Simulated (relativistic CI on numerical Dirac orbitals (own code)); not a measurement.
**Ta38+: q coefficients and field-shift factors**

These numbers are calculated, not measured: Dirac-Coulomb-Breit CI, KLI orbitals optimised for each configuration, derivatives by finite differences, unscaled Slater integrals, QED left out (own radial code, finite nucleus).

Configurations in the expansion (outside the closed core [Ar] 3d10): 4s2 4p5, 4s 4p6, 4s2 4p4 4d, 4s 4p5 4d, 4s2 4p4 4f, 4s 4p5 4f. Double excitations out of closed p, d and f shells are left out; levels of such configurations are missing from the list, as are those of other unlisted configurations, and high levels can miss mixing partners.

With x = (α/α₀)² − 1 an excitation energy changes as ω = ω₀ + qx; K = 2q/ω₀ is the relative enhancement. Terms are leading LS components, so labels can repeat. The field-shift factor is F = δν/δ⟨r²⟩ for the transition from the lowest level.

Lowest level 4s2 4p5 2P°_3/2.

| Level | ω₀ (cm⁻¹) | q (cm⁻¹) | K | F (GHz/fm²) |
| --- | --- | --- | --- | --- |
| 4s2 4p5 2P°_1/2 | 694323 | 837400 | 2.41 | -112 |
| 4s2 4p4 4d 4D_3/2 | 1189853 | 47530 | 0.0799 | 13 |
| 4s2 4p4 4d 4D_5/2 | 1206780 | 59420 | 0.0985 | 12.6 |
| 4s2 4p4 4d 4P_1/2 | 1208121 | 82060 | 0.136 | -56.4 |
| 4s2 4p4 4d 4F_7/2 | 1228022 | 50090 | 0.0816 | 12.2 |
| 4s2 4p4 4d 2D_3/2 | 1296023 | 57630 | 0.0889 | 13 |
| 4s2 4p4 4d 2F_7/2 | 1341486 | 195400 | 0.291 | 15.4 |
| 4s2 4p4 4d 2P_1/2 | 1343583 | 348000 | 0.518 | -342 |
| 4s2 4p4 4d 4F_9/2 | 1348846 | 194300 | 0.288 | 15.4 |
| 4s2 4p4 4d 2D_5/2 | 1458528 | 200800 | 0.275 | 17.1 |
| 4s2 4p4 4d 2D_3/2 | 1498537 | 225600 | 0.301 | 12.2 |
| 4s2 4p4 4d 2D_5/2 | 1522850 | 239100 | 0.314 | 8.19 |
| 4s 4p6 2S_1/2 | 1591051 | 788800 | 0.992 | -1190 |

At this charge energies of transitions that change n are usually good to better than 1 %, and those within a shell (Δn = 0) to a few per cent.
